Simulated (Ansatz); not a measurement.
`[F][Al]([Cl])[Br]` + `C[SeH]` → `C[Se][Al]([F])[Cl]` + HBr  (ligand exchange at the Al–Br bond)

Computed with Ansatz on PBE0-D4/def2-TZVP structures; ΔE is electronic, products minus reactants. CCSD(T)/CBS is the MP2 limit (def2-TZVPP, def2-QZVPP) plus CCSD(T) − MP2 in def2-TZVPP, frozen cores. Functionals use def2-TZVPP. For Br, Se outer-core shells are correlated without core-valence functions, which leaves a few kJ/mol of doubt a bond. Scalar relativity is left out up to krypton. Each species was taken in one conformer, which may not be the lowest.

CCSD(T)/CBS gives +37.8 kJ/mol.

**Question.** Another level gave +40.8 kJ/mol. Which?
A. LDA (SPW92)/def2-TZVPP
B. r2SCAN0/def2-TZVPP
C. PBE0-D4/def2-TZVPP
D. BHLYP/def2-TZVPP

**Answer.** B. r2SCAN0 40.8, PBE0-D4 35.0, LDA (SPW92) 30.9, BHLYP 45.3 kJ/mol.

**Question.** What do rigid-rotor, harmonic-oscillator terms from PBE0-D4/def2-TZVP frequencies (298.15 K, 1 bar) make of the CCSD(T)/CBS value? (An estimate is asked.)

**Answer.** Ansatz gave: ΔZPE = -3.3 kJ/mol, ΔH = +37.8 kJ/mol, ΔS = -9 J/(mol·K), ΔG = +40.5 kJ/mol. Modes under 50 cm⁻¹ make the entropy rough.

Largest T1 diagnostic among the species: 0.010.

The D4 term adds −5.5 kJ/mol with B3LYP and −3.2 kJ/mol with PBE0; it sums over pairs of atoms, weighted by their polarisabilities, and B3LYP, whose exchange is more repulsive, gets the larger term. Leaving LDA and LC-ωPBE aside and taking each functional with its dispersion term where it has one, the values, not all of them listed here, spread over 9.4 kJ/mol, from PBE-D4 to B97M-V. LDA lies −4.0 kJ/mol from PBE without D4. From BLYP to BHLYP (50 % exact exchange), in def2-TZVPP and without D4, ΔE moves by +5.5 kJ/mol.

B3LYP here is the variant with VWN-RPA as its local correlation; programs differ in this.
